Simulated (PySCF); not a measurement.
Polarisability and C₆ of Nb (niobium, neutral)

[Kr] 4d4 5s1, high-spin 6D determinant. Computed with PySCF 2.14 in aug-cc-pwCVQZ-PP with ECP28MDF (9s9p8d5f4g3h, 180 functions), with scalar relativity through the core potential. Coupled (time-dependent) response in atomic units; α is the mean over directions.

```tsv
method	mean α (bohr³)	α xx, yy, zz	C₆ (like pair)	S(−4)
PBE0	96.67	94.95, 94.95, 100.1	1097	5570
```

S(−4) is the Cauchy moment in α(ω) = α(0) + S(−4) ω² + …

Reference α: 98 ± 8 bohr³ (recommended; Schwerdtfeger and Nagle, table of static dipole polarizabilities (2023 update)). Published C₆: 1140 (Gould and Bucko (2016)).

Spin-orbit coupling is absent.

α(iu) at PBE0:

```json
{"u (hartree)": "0", "α(iu) (bohr³)": "96.67"}
{"u (hartree)": "0.0500", "α(iu) (bohr³)": "84.84"}
{"u (hartree)": "0.100", "α(iu) (bohr³)": "63.78"}
{"u (hartree)": "0.200", "α(iu) (bohr³)": "36.11"}
{"u (hartree)": "0.300", "α(iu) (bohr³)": "23.63"}
{"u (hartree)": "0.500", "α(iu) (bohr³)": "13.26"}
{"u (hartree)": "0.750", "α(iu) (bohr³)": "8.173"}
{"u (hartree)": "1.00", "α(iu) (bohr³)": "5.696"}
{"u (hartree)": "1.50", "α(iu) (bohr³)": "3.295"}
{"u (hartree)": "2.00", "α(iu) (bohr³)": "2.154"}
{"u (hartree)": "3.00", "α(iu) (bohr³)": "1.118"}
{"u (hartree)": "5.00", "α(iu) (bohr³)": "0.4510"}
```

A single London oscillator, α(iu) = α/(1 + u²/ω²), gives C₆ = (3/4) ω α². Matching the computed C₆ needs ω = 4 × 1097 / (3 × 96.67²) = 0.157 hartree.

The components differ because the open shell of this determinant is not spherical; for a pure term their mean is the scalar polarisability.

Energies and moments cover only the electrons outside the core potential.
